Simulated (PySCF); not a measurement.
Isomers of C6H10O, from PBE0-D3(BJ)/def2-SVP geometry optimisation, gas phase (PySCF). One conformer each, no zero-point energy, no frequencies.

Task: Which is lowest in electronic energy at this level?
A. `[CH3:1][CH2:2][C@H:3]1[CH2:4][CH:5]=[CH:6][O:7]1` with C1–C2–C3–C4 -178°: A = 5775, B = 1981, C = 1636 MHz, dipole 0.99 D
B. `[CH2:1]=[CH:2][C:3](=[O:4])[CH:5]([CH3:6])[CH3:7]` with C1–C2–C3–O4 -2°, C2–C3–C5–C6 -71°: A = 4708, B = 1795, C = 1456 MHz, dipole 2.52 D
C. `[CH2:1]1[CH2:2][CH2:3][C@H:4]2[O:5][C@H:6]2[CH2:7]1` with C7–C1–C2–C3 -63°, C1–C2–C3–C4 41°, C2–C3–C4–O5 -78°, C3–C4–O5–C6 113°: A = 3890, B = 3198, C = 2126 MHz, dipole 1.83 D
D. `[CH3:1][O:2][C:3]1=[CH:4][CH2:5][CH2:6][CH2:7]1` with C1–O2–C3–C4 0°, C3–C4–C5–C6 -14°, C4–C5–C6–C7 23°, C5–C6–C7–C3 -22°, O2–C3–C7–C6 -168°: A = 6205, B = 1888, C = 1512 MHz, dipole 0.83 D
E. `[CH3:1][C:2](=[O:3])[CH:4]=[C:5]([CH3:6])[CH3:7]` with C1–C2–C4–C5 179°: A = 5026, B = 1633, C = 1262 MHz, dipole 2.86 D
F. `[O:1]=[C:2]1[CH2:3][CH2:4][CH2:5][CH2:6][CH2:7]1` with O1–C2–C3–C4 132°, C2–C3–C4–C5 52°, C3–C4–C5–C6 -56°, C4–C5–C6–C7 56°: A = 4249, B = 2495, C = 1749 MHz, dipole 3.07 D

Result: F. That is cyclohexanone, `O=C1CCCCC1`, 17.4 kcal/mol below the next.

```csv
SMILES,mapped SMILES,E (Eh),relative (kcal/mol),relative (kJ/mol),dipole (D)
O=C1CCCCC1,[O:1]=[C:2]1[CH2:3][CH2:4][CH2:5][CH2:6][CH2:7]1,-309.31965,0.0,0.0,3.07
CC(=O)C=C(C)C,[CH3:1][C:2](=[O:3])[CH:4]=[C:5]([CH3:6])[CH3:7],-309.29185,17.4,73.0,2.86
C1CC[C@H]2O[C@H]2C1,[CH2:1]1[CH2:2][CH2:3][C@H:4]2[O:5][C@H:6]2[CH2:7]1,-309.28341,22.7,95.2,1.83
CC[C@H]1CC=CO1,[CH3:1][CH2:2][C@H:3]1[CH2:4][CH:5]=[CH:6][O:7]1,-309.28105,24.2,101.4,0.99
C=CC(=O)C(C)C,[CH2:1]=[CH:2][C:3](=[O:4])[CH:5]([CH3:6])[CH3:7],-309.28048,24.6,102.8,2.52
COC1=CCCC1,[CH3:1][O:2][C:3]1=[CH:4][CH2:5][CH2:6][CH2:7]1,-309.28007,24.8,103.9,0.83
```

As drawn, the lowest has a C=O bond, which the highest lacks; the highest has a C=C bond outside aromatic rings, which the lowest lacks.
